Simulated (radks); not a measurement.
Values are calculated unless marked as measured or tabulated.
Excited configurations of Ca II: one electron is placed in a higher orbital outside [Ar]. The ground configuration is [Ar] 4s1. Level of theory: scalar-relativistic Kohn-Sham, r2SCAN, spin-polarised, spherical densities, finite nucleus; open shells are filled with parallel spins first; meta-GGA in the generalised Kohn-Sham scheme; Fermi nuclear charge, rms radius 3.4776 fm (a radial shooting solver on a logarithmic mesh with Libxc functionals). Excitation = E - E(ground); binding = E(ion) - E, where the ion is the core of charge +2; n* = 2/sqrt(2 binding) in atomic units, and the quantum defect is n - n*.

outer orbital  excitation (eV)  binding (eV)     n*  quantum defect  eigenvalue (eV)  <r> (bohr)
4p                       3.141         8.578  2.519           1.481           -6.721       4.422
4f                       8.342         3.378  4.014          -0.014           -2.428       9.070
5s                       6.209         5.510  3.143           1.857           -4.446       7.557
6s                       8.508         3.212  4.116           1.884           -2.606       12.94
6p                       8.993         2.727  4.468           1.532           -2.205       14.94
6d                       9.708         2.012  5.201           0.799           -1.606       19.40
7s                       9.618         2.102  5.089           1.911           -1.714       19.79
7f                      10.547         1.173  6.811           0.189           -0.944       33.17

Estimate the row for 7d.

Answer. excitation (eV) 10.283; binding (eV) 1.436; n* 6.155; quantum defect 0.845; eigenvalue (eV) -1.164; <r> (bohr) 27.94. The Delta-SCF ionisation energy is 11.720 eV (NIST Atomic Spectra Database: 11.872 eV, measured). Self-interaction in the functional shifts the binding energies and quantum defects, so they are the method's values and not measured ones.
